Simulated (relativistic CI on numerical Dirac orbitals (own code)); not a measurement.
Method of calculation: Dirac-Coulomb-Breit CI, orbitals from a KLI potential per configuration, QED by a radiative potential, unscaled Slater integrals (own radial code, finite nucleus).

The strongest absorption lines from the ground level of an ion, among the configurations computed and to levels below about 271 eV (vacuum wavelength in Å, gf): 50.494 (1.2), 50.652 (1.5), 50.765 (3.4), 51.390 (1.2), 51.393 (1.1), 51.516 (3.1), 63.676 (0.47), 65.445 (0.43).

(1) Which ion is it?
A. Tm³⁰⁺
B. Pt³⁹⁺
C. Re³⁶⁺
D. Re³⁸⁺

## Answers

(1) C. Re³⁶⁺ has 39 electrons and the ground level 4s2 4p6 4d3 4F_3/2; the strongest line goes to 4s2 4p5 4d4 2F°_5/2. The pattern of lines fixes the number of electrons, and along that sequence the line energies rise steadily with the charge (about as its square where n changes within one kind of shell, about linearly where n is kept but much faster in heavy ions where fine structure, which grows about as Z⁴, sets the gap, and irregularly where shells cross), which fixes Z. Configurations outside the model, such as inner-shell arrays, can give stronger lines. At this charge energies of transitions that change n are usually good to better than 1 %, and those within a shell (Δn = 0) to a few per cent. Terms inside the open d or f shell come out 10 to 20 % too wide with unscaled integrals.

LS names give the leading component of a level, which can be under half, so a name can repeat, a term be missing and a line seem to break the LS rules.
